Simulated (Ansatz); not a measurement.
Reaction (substitution at a C–O bond): `C[O][Sn]([OH])([F])[F]` + `OC#C[SiH3]` → `COC#C[SiH3]` + `[OH][Sn]([OH])([F])[F]`

Calculated with Ansatz (gas phase, PBE0-D4/def2-TZVP geometries, no zero-point term in ΔE). CBS: MP2 limit from def2 TZ/QZ plus the TZ coupled-cluster correction, frozen cores. Functionals use def2-TZVPP. Elements past krypton have def2 core potentials. For Sn outer-core shells are correlated without core-valence functions, which leaves a few kJ/mol of doubt a bond. One conformer a species, not always the lowest.

```csv
species,B2PLYP energy (Eh)
`C[O][Sn]([OH])([F])[F]`,-604.76802
`OC#C[SiH3]`,-443.09116
`COC#C[SiH3]`,-482.36734
`[OH][Sn]([OH])([F])[F]`,-565.50089
```

(1) Work out ΔE.

Largest T1 diagnostic among the species: 0.015.

Results:

(1) ΔE = (-482.36734) + (-565.50089) − (-604.76802) − (-443.09116) = -0.00905 Eh = -23.8 kJ/mol. CCSD(T)/CBS gives -21.3 kJ/mol.

Leaving LDA and LC-ωPBE aside and taking each functional with its dispersion term where it has one, the values, not all of them listed here, spread over 2.6 kJ/mol, from B2PLYP to PBE-D4. At CCSD(T), def2-SVP lies +7.2 kJ/mol from the extrapolated value and def2-TZVPP −0.8 kJ/mol.
